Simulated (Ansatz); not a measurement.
Basis-set extrapolation for C$_{2}$H$_{5}$NOSi (`O=C/N=C\[SiH3]`) (PBE0-D4/def2-TZVP geometry, frozen core, the Gaussian-basis code of Ansatz). Multiplicity 1, RHF reference.

|  | def2-TZVPP | def2-QZVPP |
| --- | --- | --- |
| HF | -496.947533 | -496.965882 |
| MP2 correlation | -0.862846 | -0.924411 |
| CCSD(T) correlation | -0.937522 | not run |

Energies in hartree. Use E(X) = E(∞) + A·exp(−7.88·√X) for Hartree–Fock and E(X) = E(∞) + B·X^(−2.97) for correlation, with X = 3 and 4, and add CCSD(T) minus MP2 of the smaller set to the MP2 limit.

Q: What is the CCSD(T) energy at the basis-set limit?

A: HF limit: -496.965882 + (-0.018349) × 0.13774 = -496.96841. MP2 limit: -0.924411 + (-0.061565) × 0.74074 = -0.97001. Higher-order term: -0.937522 − (-0.862846) = -0.07468. Total: -498.01310 hartree, 336.2 kJ/mol below CCSD(T)/def2-TZVPP.
